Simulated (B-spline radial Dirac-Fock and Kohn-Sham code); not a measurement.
# Pr⁵⁺ 4s: cross section and angular parameters

System: praseodymium as Pr⁵⁺, [Kr] 4d10 5s2 5p6; threshold 379.8 eV (orbital energy of the model). Level of theory: Dirac-Hartree-Slater photoionisation with a Latter tail; cross sections with all multipoles, angular parameters from the dipole term and its interference with E2; a radial B-spline solver.

For linearly polarised light dσ/dΩ = σ/(4π) [1 + β P₂(cos θ) + (δ + γ cos²θ) sin θ cos φ], with θ from the polarisation vector and φ the angle between the beam and the projection of the electron momentum on the plane normal to the polarisation.

| hν (eV) | σ (kb) | β | γ |
| --- | --- | --- | --- |
| 400 | 109 | 1.937 | 0.469 |
| 449 | 96.7 | 1.945 | 0.483 |
| 600 | 69.2 | 1.958 | 0.468 |
| 733 | 53.0 | 1.964 | 0.435 |
| 1240 | 24.1 | 1.974 | 0.282 |
| 1253.6 | 23.7 | 1.974 | 0.278 |
| 3380 | 4.25 | 1.982 | -0.080 |
| 3540 | 3.90 | 1.982 | -0.090 |
| 4000 | 3.11 | 1.982 | -0.111 |
| 5140 | 1.93 | 1.983 | -0.118 |
| 5414.7 | 1.74 | 1.983 | -0.112 |
| 6050 | 1.40 | 1.984 | -0.091 |
| 7240 | 0.984 | 1.984 | -0.031 |
| 8110 | 0.784 | 1.984 | 0.027 |
| 8650 | 0.688 | 1.984 | 0.067 |
| 12000 | 0.348 | 1.984 | 0.357 |
| 12400 | 0.325 | 1.984 | 0.394 |
| 12800 | ? | ? | ? |
| 15000 | 0.216 | 1.984 | 0.637 |

Q: Give the values at 12800 eV.

A: σ = 0.304 kb, β = 1.984, γ = 0.431. For an s subshell δ is negligible.

Values without a named source are computed, but for edge energies of neutral atoms, which are taken from tables.
